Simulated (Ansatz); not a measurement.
One change: `CC1B[SiH2]1` becomes `C[CH]1[SiH2][GaH]1`.

Ansatz, PBE0-D4/def2-TZVP geometries, multiplicity 1. 

Scalar relativity is left out up to krypton.

```csv
property,`CC1B[SiH2]1`
HOMO–LUMO gap (PBE0/def2-TZVPP) / eV,5.44
HOMO–LUMO gap (PBE/def2-TZVPP) / eV,3.57
HOMO–LUMO gap (B3LYP/def2-TZVPP) / eV,5.07
HOMO energy (B3LYP/def2-TZVPP) / eV,-6.55
size of the dipole moment (ωB97M-V/def2-TZVPP) / D,1.04
size of the dipole moment (B3LYP/def2-TZVPP) / D,1.06
```

Problem. What does the change do to each property? (Best estimate.)

Solution. Computed: 
```
                                          property  `C[CH]1[SiH2][GaH]1`  shift
              HOMO–LUMO gap (PBE0/def2-TZVPP) / eV                  4.01  -1.43
               HOMO–LUMO gap (PBE/def2-TZVPP) / eV                  2.28  -1.29
             HOMO–LUMO gap (B3LYP/def2-TZVPP) / eV                  3.60  -1.47
               HOMO energy (B3LYP/def2-TZVPP) / eV                 -5.67   0.88
size of the dipole moment (ωB97M-V/def2-TZVPP) / D                  0.92  -0.12
  size of the dipole moment (B3LYP/def2-TZVPP) / D                  0.90  -0.16
```

With PBE0 the HOMO rises by 0.91 eV and the LUMO falls by 0.51 eV, so the gap narrows by about 1.42 eV. PBE moves the HOMO by 0.88 eV and ωB97M-V by 0.98 eV. Dipoles are sizes alone; their direction can turn.

B3LYP here is the variant with VWN-RPA as its local correlation; programs differ in this.
